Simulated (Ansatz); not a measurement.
Cost and result for the atomization energy of C2H5AlO2S (`[OH][Al]1[CH2]SC[O]1`) (11 atoms, 11 bonds).

```xyz
11

O     1.847    1.990    0.242
Al    0.686    0.776    0.129
C     0.577   -0.964    0.982
S    -0.394   -1.771   -0.326
C    -1.425   -0.333   -0.851
O    -0.719    0.866   -0.850
H     1.847    2.800   -0.264
H     0.097   -1.037    1.960
H     1.541   -1.471    1.027
H    -1.762   -0.592   -1.858
H    -2.296   -0.264   -0.191
```

The species carries charge 0 and has multiplicity 1. Geometry: relaxed with PBE0-D4/def2-TZVP. It is one conformer, not always the lowest. Program: Ansatz. All runs use 4 threads of an Arm Neoverse V1 on a shared host. Times are those of one run each, without the atoms' runs, and a repeat can differ threefold. Electronic energies, without spin–orbit coupling; frozen cores. CCSD(T)/CBS adds CCSD(T) − MP2 in def2-TZVPP to the MP2 limit, and its time is that of the two runs behind it. T1 = 0.013. B3LYP takes the VWN-RPA correlation (the form of Gaussian; ORCA's B3LYP/G). HSE06 is the plane-wave form, built on full-range PBE exchange.

CCSD(T)/CBS is a level of theory with its own doubt, some kJ/mol a heavy atom from the limit and from the frozen cores, so smaller differences don't rank the functionals.

```json
{"level": "LDA (SPW92)/def2-TZVPP", "functions": "278", "wall time": "1.6 s"}
{"level": "revPBE-D4/def2-TZVPP", "functions": "278", "wall time": "2.6 s"}
{"level": "BLYP-D4/def2-TZVPP", "functions": "278", "wall time": "2.7 s"}
{"level": "HSE06-D4/def2-TZVPP", "functions": "278", "wall time": "4.4 s"}
{"level": "BHLYP-D4/def2-TZVPP", "functions": "278", "wall time": "4.4 s"}
{"level": "CAM-B3LYP-D4/def2-TZVPP", "functions": "278", "wall time": "4.6 s"}
{"level": "B3LYP-D4/def2-TZVPP (with forces)", "functions": "278", "wall time": "6.5 s"}
{"level": "B2PLYP/def2-TZVPP", "functions": "278", "wall time": "7.5 s"}
{"level": "CCSD(T)/def2-SVP", "functions": "117", "wall time": "7.5 s"}
{"level": "B97M-V/def2-TZVPP", "functions": "278", "wall time": "12 s"}
{"level": "MP2/def2-QZVPP", "functions": "518", "wall time": "28 s"}
{"level": "CCSD(T)/def2-TZVPP", "functions": "278", "wall time": "4.1 min"}
{"level": "CCSD(T)/CBS(def2)", "functions": "–", "wall time": "4.6 min"}
```

(1) What atomization energy does each give, and how far from CCSD(T)/CBS? (Estimate.)

Results:

(1) Computed: 
| level | atomization (kJ/mol) | difference from CCSD(T)/CBS | per bond |
| --- | --- | --- | --- |
| LDA (SPW92)/def2-TZVPP | 5002.3 | 681.7 | 62.0 |
| revPBE-D4/def2-TZVPP | 4289.9 | -30.7 | -2.8 |
| BLYP-D4/def2-TZVPP | 4293.6 | -27.0 | -2.5 |
| HSE06-D4/def2-TZVPP | 4316.0 | -4.6 | -0.4 |
| BHLYP-D4/def2-TZVPP | 4130.3 | -190.3 | -17.3 |
| CAM-B3LYP-D4/def2-TZVPP | 4310.9 | -9.7 | -0.9 |
| B3LYP-D4/def2-TZVPP (with forces) | 4283.9 | -36.7 | -3.3 |
| B2PLYP/def2-TZVPP | 4252.5 | -68.1 | -6.2 |
| CCSD(T)/def2-SVP | 4024.5 | -296.1 | -26.9 |
| B97M-V/def2-TZVPP | 4320.4 | -0.2 | 0.0 |
| MP2/def2-QZVPP | 4393.5 | 72.9 | 6.6 |
| CCSD(T)/def2-TZVPP | 4188.9 | -131.7 | -12.0 |
| CCSD(T)/CBS(def2) | 4320.6 | 0.0 | 0.0 |

At CCSD(T), def2-SVP lies −296.1 kJ/mol from the extrapolated value and def2-TZVPP −131.7 kJ/mol: correlation converges slowly with the basis, and small sets miss more of it in the bonded molecule than in its fragments. From r2SCAN to r2SCAN0 (25 % exact exchange), in def2-TZVPP and without D4, the atomization energy moves by −92.8 kJ/mol: exact exchange takes away binding that semilocal exchange gives to molecules. The D4 term adds +44.0 kJ/mol with B3LYP and +22.9 kJ/mol with PBE0; it sums over pairs of atoms, weighted by their polarisabilities, and B3LYP, whose exchange is more repulsive, gets the larger term.
